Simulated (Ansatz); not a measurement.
Reaction (redistribution): `CO[SiH](C)[SiH3]` + `O[SiH2]O[Si](O)(O)O` → `CO[SiH](C)O[Si](O)(O)O` + `O[SiH2][SiH3]`

Isolated molecules relaxed with PBE0-D4/def2-TZVP in Ansatz; ΔE leaves out vibrations. CCSD(T)/CBS adds triple-zeta CCSD(T) − MP2 to the extrapolated MP2 energy (def2 sets, frozen cores). DFT in def2-TZVPP. One conformer a species, not always the lowest.

```json
{"species": "`CO[SiH](C)[SiH3]`", "r2SCAN-D4 energy (Eh)": "-736.41381"}
{"species": "`O[SiH2]O[Si](O)(O)O`", "r2SCAN-D4 energy (Eh)": "-959.01230"}
{"species": "`CO[SiH](C)O[Si](O)(O)O`", "r2SCAN-D4 energy (Eh)": "-1037.61891"}
{"species": "`O[SiH2][SiH3]`", "r2SCAN-D4 energy (Eh)": "-657.80754"}
```

Work out ΔE.

ΔE = (-1037.61891) + (-657.80754) − (-736.41381) − (-959.01230) = -0.00034 Eh = -0.9 kJ/mol. CCSD(T)/CBS gives +1.1 kJ/mol.

Largest T1 diagnostic among the species: 0.012.

In def2-TZVPP, CCSD(T) changes the Hartree–Fock value by +4.3 kJ/mol (the triples alone add +1.0 kJ/mol) and MP2 by +6.2 kJ/mol.
